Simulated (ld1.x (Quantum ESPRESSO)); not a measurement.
The numbers below are computed, except where a source is named.
# Hardness and transferability of assorted potentials

Generated with ld1.x 7.5 (TM, RRKJ, ultrasoft, PAW), atompaw 4.2 or ONCVPSP 4.0.1. The cutoff is in Ry: for ld1.x and atompaw files where the sum of valence levels is converged to 10 mRy in a Bessel basis, for ONCV files where the hardest occupied wave has 1 mHa per electron of residual kinetic energy. The error is the largest all-electron minus pseudo excitation energy over each file’s own four to seven test configurations (ionisations up to +4, promotions, holes and added fractions of an electron), all of which were solved. The labels leave out finer settings (local radius, basis sizes, second energies), which also bear on the numbers. Spin-polarised tests are not counted. The rows are a selection from randomly drawn settings: files with unsolved tests, undetermined cutoffs or missed reference levels are left out.

| element | potential | cutoff (Ry) | largest error (meV) | bound ghosts |
| --- | --- | --- | --- | --- |
| He | PAW, PBEsol, non-relativistic, rc 0.65/0.32 (sp), local smoothed, core correction no, reference 1s1 | 80 | -0.1 | none |
| Be | PAW, PBE, scalar-relativistic, rc 2.10/4.15/3.05 (spd), local smoothed, core correction yes, reference 2s1 2p0 | 6 | -20 | none |
| P | TM, BLYP, scalar-relativistic, rc 1.35/1.80/1.90 (spd), local s, core correction yes, reference 3s2 3p2 | 35 | +53 | none |
| Sc | TM semilocal, PBE, scalar-relativistic, rc 2.75/1.25/1.70 (spd), local p, core correction yes, reference 3p6 3d1 4s2 4p0 | 70 | -150 | none |
| Ga | ultrasoft, LDA (PZ), scalar-relativistic, rc 2.18/2.20/1.40 (spd), local smoothed, core correction yes, reference 3d10 4s1.5 4p1.5 | 55 | -63 | none |

(1) Fill in the row for F: PAW, PBE, scalar-relativistic, rc 0.55/1.75/1.30 (spd), local smoothed, core correction yes, reference 2s2 2p4.5.

Answers

(1) cutoff 120 Ry, largest error -294 meV, bound ghosts: none.
